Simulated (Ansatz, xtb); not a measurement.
# Two isomers of C6H9N

We compare a, `Cc1c[nH]c(C)c1`, a singlet, with b, `Cc1cccn1C`, a singlet. Both are isolated molecules in the gas phase, relaxed with PBE0-D3(BJ)/def2-SVP.

Quicker runs give these differences E(b) − E(a): GFN2-xTB −1.0 kcal/mol; HF/STO-3G +3.1 kcal/mol (at GFN2-xTB geometries); r2SCAN-D4/def2-SVP +5.5 kcal/mol (at GFN2-xTB geometries).

**Question.** Estimate which is lower in electronic energy at CCSD(T)/def2-SVP + ΔMP2/def2-TZVPP, and by roughly how much.

**Answer.** The CCSD(T)/def2-SVP + ΔMP2/def2-TZVPP calculation puts structure a lower, by 5.2 kcal/mol.

How the difference moves with the method:

```
                             level              geometry  E(b) − E(a) (kcal/mol)  departure from the last row (kcal/mol)  job, with rough time for the two
                          GFN2-xTB              GFN2-xTB                      −1.0                                    −6.2              optimisation, 0.11 s
                         HF/STO-3G              GFN2-xTB                      +3.1                                    −2.1               single point, 0.4 s
                r2SCAN-D4/def2-SVP              GFN2-xTB                      +5.5                                    +0.3               single point, 3.1 s
              PBE0-D3(BJ)/def2-SVP  PBE0-D3(BJ)/def2-SVP                      +5.7                                    +0.5                optimisation, 28 s
                       HF/def2-SVP  PBE0-D3(BJ)/def2-SVP                      +5.8                                    +0.6           part of the CCSD(T) run
                      MP2/def2-SVP  PBE0-D3(BJ)/def2-SVP                      +5.4                                    +0.2           part of the CCSD(T) run
                  CCSD(T)/def2-SVP  PBE0-D3(BJ)/def2-SVP                      +5.2                                     0.0                      single point
CCSD(T)/def2-SVP + ΔMP2/def2-TZVPP  PBE0-D3(BJ)/def2-SVP                      +5.2                                                        single point, 48 s
```

As drawn, b has 1 C–N, 1 C–H in place of 1 C–C, 1 N–H.

GFN2-xTB puts the two in the other order. The largest departure from CCSD(T)/def2-SVP + ΔMP2/def2-TZVPP is that of GFN2-xTB, 6.2 kcal/mol. The last row adds to CCSD(T) the change of the MP2 difference between the two basis sets, here 0.0 kcal/mol.

With thermal terms from frequencies at re-optimised GFN2-xTB minima (ideal gas, soft modes damped towards free rotors, one conformer each, 298.15 K, 1 atm): the zero-point term adds +0.1 kcal/mol; ΔH is +5.1 and ΔG +5.7 kcal/mol.

The correlated steps freeze 7 core orbitals. Run with Ansatz 0.2.0, xtb 6.7.1; the last row on 2 threads of Intel(R) Xeon(R) 6975P-C (Granite Rapids) on a shared host.
